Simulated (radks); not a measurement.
Spherical quantum dot in the effective-mass picture: electrons in a parabolic well V = omega^2 r^2 / 2 with omega = 1.56, all in effective atomic units (hartree* = m*/eps^2 hartree, bohr* = eps/m* bohr), one dielectric constant everywhere. Method: non-relativistic Kohn-Sham, exchange-only LDA, spin-polarised, spherical densities; computed with a radial shooting solver with Libxc functionals. Levels are named by radial order and angular momentum (1s, 1p, 1d, 2s, ...), and open shells are averaged over m.

N = 7, configuration 1s2 1p(up 3, down 2). This is the lowest configuration that the search found. Occupied and some empty levels:

| level | occupation | eigenvalue (hartree*) | <r> (bohr*) |
|---|---|---|---|
| 1s up | 1 | 7.0222 | 1.083 |
| 1s down | 1 | 7.0772 | 1.082 |
| 1p up | 3 | 8.1188 | 1.381 |
| 1p down | 2 | 8.1754 | 1.383 |
| 1d up | 0 | 9.3146 | 1.607 |
| 1d down | 0 | 9.3667 | 1.611 |
| 2s up | 0 | 9.4895 | 1.455 |
| 2s down | 0 | 9.5292 | 1.457 |
| 1f up | 0 | 10.584 | 1.797 |
| 1f down | 0 | 10.629 | 1.801 |

Energy (hartree*): total 38.9347, kinetic 9.1673, external 16.034, Hartree 16.941, exchange-correlation -3.2075.

Electron density:

| r (bohr*) | n(r) (e/bohr*^3) |
|---|---|
| 0.193 | 0.3856 |
| 0.400 | 0.4244 |
| 0.607 | 0.4583 |
| 0.813 | 0.4575 |
| 1.02 | 0.4086 |
| 1.23 | 0.3209 |
| 1.43 | 0.2193 |
| 1.64 | 0.1295 |
| 1.85 | 0.06578 |
| 2.06 | 0.02868 |
| 2.26 | 0.01078 |
| 2.47 | 0.003464 |
| 2.67 | 0.0009566 |
